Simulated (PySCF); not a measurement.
## Electron correlation in Si⁺ (silicon, charge +1)

[Ne] 3s2 3d1, 2D determinant (an excited configuration). All numbers are calculated (PySCF 2.14, scalar relativity by spin-free X2C-1e, in dyall-acv3z (19s12p6d4f, 113 functions)). Frozen: 1s2; 11 electrons correlated; the 18 highest virtual orbitals of each spin left out.

```json
{"level": "CCSD", "correlation energy (mhartree)": "-406.66"}
{"level": "(T)", "correlation energy (mhartree)": "-49.10"}
{"level": "CCSD(T)", "correlation energy (mhartree)": "-455.76"}
```

Diagnostics: T1 = 0.055, D1 = 0.2538, largest double amplitude 0.737.

The outer electron is Rydberg-like, and this basis confines it to a smaller radius and binds it less than a complete one would. T1 exceeds 0.03, a sign that the reference determinant is poor. A double-excitation amplitude exceeds 0.15, a sign of near-degeneracy.

Cost of the coupled-cluster step: about 80 core-seconds, for 11 correlated electrons.

Iterations:

```
CC2 = 0
CCSD nocc = (np.int64(6), np.int64(5)), nmo = (94, 94)
frozen orbitals [[0, 95, 96, 97, 98, 99, 100, 101, 102, 103, 104, 105, 106, 107, 108, 109, 110, 111, 112], [0, 95, 96, 97, 98, 99, 100, 101, 102, 103, 104, 105, 106, 107, 108, 109, 110, 111, 112]]
max_cycle = 100
direct = 0
conv_tol = 1e-08
conv_tol_normt = 1e-06
diis_space = 8
diis_start_cycle = 0
Init t2, MP2 energy = -0.348005705188736
Init E_corr(UCCSD) = -0.348005705214574
cycle = 1  E_corr(UCCSD) = -0.361479199077967  dE = -0.0134734939  norm(t1,t2) = 0.111282
cycle = 2  E_corr(UCCSD) = -0.369272470476206  dE = -0.0077932714  norm(t1,t2) = 0.0962249
cycle = 3  E_corr(UCCSD) = -0.3927774580454  dE = -0.0235049876  norm(t1,t2) = 0.0895531
cycle = 4  E_corr(UCCSD) = -0.401096688674237  dE = -0.00831923063  norm(t1,t2) = 0.0514983
cycle = 5  E_corr(UCCSD) = -0.411240222339163  dE = -0.0101435337  norm(t1,t2) = 0.0202891
cycle = 6  E_corr(UCCSD) = -0.404591992317745  dE = 0.00664823002  norm(t1,t2) = 0.0196214
cycle = 7  E_corr(UCCSD) = -0.406466576190048  dE = -0.00187458387  norm(t1,t2) = 0.00804283
cycle = 8  E_corr(UCCSD) = -0.406590932978287  dE = -0.000124356788  norm(t1,t2) = 0.000890898
cycle = 9  E_corr(UCCSD) = -0.406675918029922  dE = -8.49850516e-05  norm(t1,t2) = 0.000275797
cycle = 10  E_corr(UCCSD) = -0.406656166293327  dE = 1.97517366e-05  norm(t1,t2) = 5.31521e-05
cycle = 11  E_corr(UCCSD) = -0.406662292820088  dE = -6.12652676e-06  norm(t1,t2) = 2.42332e-05
cycle = 12  E_corr(UCCSD) = -0.40666223255919  dE = 6.02608985e-08  norm(t1,t2) = 2.65855e-06
cycle = 13  E_corr(UCCSD) = -0.406662039555428  dE = 1.93003761e-07  norm(t1,t2) = 1.75677e-06
cycle = 14  E_corr(UCCSD) = -0.406662020781  dE = 1.87744287e-08  norm(t1,t2) = 1.86382e-07
cycle = 15  E_corr(UCCSD) = -0.406662019881649  dE = 8.99351094e-10  norm(t1,t2) = 1.24998e-07
UCCSD converged
E(UCCSD) = -289.2591881934256  E_corr = -0.4066620198816486
UCCSD(T) correction = -0.0490953842501769
```
